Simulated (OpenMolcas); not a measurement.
**Os6+: moving or changing the point charges**

Os6+ among 6 point charges of -1.7 e arranged as an octahedron (Oh), 1.91 Å from the ion.

```
Program             : OpenMolcas
Method              : CASSCF
Basis               : ANO-RCC-VDZP [7s6p4d2f1g]
Scalar Hamiltonian  : DKH2, point nucleus
Active space        : 2 electrons in 5 orbitals (5d)
State averaging     : 2S+1 = 3 even, 10 roots; 2S+1 = 1 even, 15 roots
Spin-orbit coupling : RASSI with atomic mean-field integrals over the reference wave functions
```

Runs around this geometry, states (labels of O, the rotations of Oh). Energies in cm-1 above the lowest state or level, χT in cm3 K/mol; under a threefold ground state the first gap can be a small split of the lowest multiplet, not the spin-orbit step; 10Dq and B are least-squares fits to the states below 45000 cm-1, weighted by degeneracy, with a free offset, and given where the rms deviation is under 5 % of |10Dq| (or 100 cm-1) and under 700 cm-1.

```
R (Å)  q (e)  Ground state  First state of that spin   10Dq  B (rms of fit)  First gap with spin-orbit (degeneracies)  χT at 300 K  First state of another spin
 1.91   -1.1           3T1                  3T2 4889   5807        930 (34)                               1143 (2, 3)        0.102                    1T2 13563
 1.82   -1.7           3T1                  3T2 9839  11314        927 (80)                               1369 (2, 3)        0.056                    1T2 13670
 1.91   -1.7           3T1                  3T2 7685   8950        929 (61)                               1335 (2, 3)        0.069                    1T2 13680
 2.13   -1.7           3T1                  3T2 4386   5236        931 (31)                               1082 (2, 3)        0.111                    1T2 13522
```

Taking |10Dq| as R^-n, n = -ln(5236 / 11314) / ln(2.13 / 1.82) = 4.9 between the shortest and longest distance. The point-charge formula for a cubic d site gives n = 5.

Scaling the charges by -1.1 / -1.7 = 0.65 scales |10Dq| by 5807 / 8950 = 0.65; with fixed orbitals a first-order splitting would follow the charge.

Without dynamic correlation the repulsion within the d shell is too large (B by tens of per cent), so at a given field states of lower spin stand too high. Spin-orbit coupling mixes the spin-free states strongly: the lowest level takes only 67 % from its leading state, 3T1 (figures for R = 1.91, q = -1.1; the like holds for R = 2.13, q = -1.7). This field is weak: 10Dq is about 5807 cm-1, while octahedral complexes of 5d ions of charge 3 and more, computed by the same method with explicit ligands, had a median near 35000 cm-1. Ground spin and moment need not be those of a real site (figures for R = 1.91, q = -1.1; the like holds for R = 1.82, q = -1.7, R = 1.91, q = -1.7, R = 2.13, q = -1.7). An orbital triplet at a regular site is open to Jahn-Teller coupling, which can distort the site and quench the lowest spin-orbit gaps and is left out (holds for R = 1.82, q = -1.7; R = 1.91, q = -1.7). Point charges carry no covalency, so the field is a model and not that of real ligands. No measured value stands beside these numbers.
